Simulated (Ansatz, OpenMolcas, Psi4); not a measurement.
## How basis sets differ on Si2H5OF (SMILES O[SiH](F)[SiH3])

Si2H5OF: 9 atoms, total charge 0, spin state singlet. SMILES: `O[SiH](F)[SiH3]`. The shape is that of a PBE0-D4/def2-TZVP optimisation. This is one conformer, not always the lowest.

```xyz
9

O    -0.3925   -0.6108    1.7681
Si   -0.8315   -0.1606    0.2577
F    -1.7756    1.1338    0.3194
Si    1.1350    0.3711   -0.8917
H    -1.0505   -1.0056    2.3430
H    -1.6646   -1.2154   -0.3806
H     0.7987    0.8606   -2.2552
H     1.9817   -0.8452   -1.0139
H     1.8878    1.4256   -0.1638
```

Each level gives the HOMO–LUMO gap (eV). The values are calculated.

```
                               level          kind     program  value (eV)
                           HF/STO-3G  Hartree–Fock  OpenMolcas       19.03
                            HF/3-21G  Hartree–Fock        Psi4       14.93
     HF/6-31G* (spherical functions)  Hartree–Fock      Ansatz       14.62
HF/ANO-RCC-VDZP (DKH2, RICD fitting)  Hartree–Fock  OpenMolcas       13.59
```

The values span 13.59 to 19.03 eV. A Hartree–Fock LUMO above zero doesn't converge with the basis: it sinks as sets grow more diffuse. Orbital gaps aren't excitation energies.
